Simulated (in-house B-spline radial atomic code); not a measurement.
I⁷⁺. Computed with a B-spline radial atomic code. Model: all-electron spherical atom, spin shells full or empty, radial basis limit, no spin-orbit coupling, Breit or QED, empty-state partial waves extrapolated as (l+1/2)^-4, RPA, G0W0 and static COHSEX of the highest shell as one setting changes (uncorrelated shells keep exact exchange).

Empty levels are discrete states of a finite basis, so the steps are uneven.

Given: element I; charge 7; filled core Kr; hamiltonian one-electron scalar X2C; mean-field start r2SCAN; highest l of empty states 9; nuclear rms radius 4.75 fm; lowest nl shells left uncorrelated 7; highest mean-field shell 4d; box radius 8.41 bohr.

Shell: 4d 5 5 (electrons up and down).

| highest empty level kept (hartree) | RPA correlation energy (hartree) | G0W0 level (eV) | G0W0 minus most complete (meV) | COHSEX level (eV) | linearised minus solved G0W0 (meV) |
| --- | --- | --- | --- | --- | --- |
| 21.33 | -0.81698 | -151.14 | 543.2 | -153.71 | -12.9 |
| 42.67 | -0.92119 | -151.44 | 246.4 | -154.67 | -13.7 |
| 74.67 | ? | ? | ? | ? | ? |
| 128 | -0.99361 | -151.66 | 25.9 | -155.33 | -14.3 |
| 213.33 | -0.99899 | -151.67 | 9.7 | -155.38 | -14.4 |
| 384 | -1.001 | -151.68 | 3.9 | -155.4 | -14.4 |
| 640 | -1.0017 | -151.68 | 1.8 | -155.41 | -14.4 |
| 1280 | -1.0022 | -151.68 | 0.4 | -155.41 | -14.4 |
| 2560 | -1.0023 | -151.68 | 0.1 | -155.41 | -14.4 |
| 5333.3 | -1.0023 | -151.68 | 0 | -155.41 | -14.4 |
| 12800 | ? | ? | ? | ? | ? |
| 42667 | -1.0023 | -151.68 | 0 | -155.42 | -14.4 |

Question: What follows for highest empty level kept = 12800?

Answer: RPA correlation energy -1.0023 hartree; G0W0 level -151.68 eV; G0W0 minus most complete 0 meV; COHSEX level -155.42 eV; linearised minus solved G0W0 -14.4 meV.

Question: What follows for highest empty level kept = 74.67?

Answer: RPA correlation energy -0.97275 hartree; G0W0 level -151.59 eV; G0W0 minus most complete 89.3 meV; COHSEX level -155.14 eV; linearised minus solved G0W0 -14.1 meV.
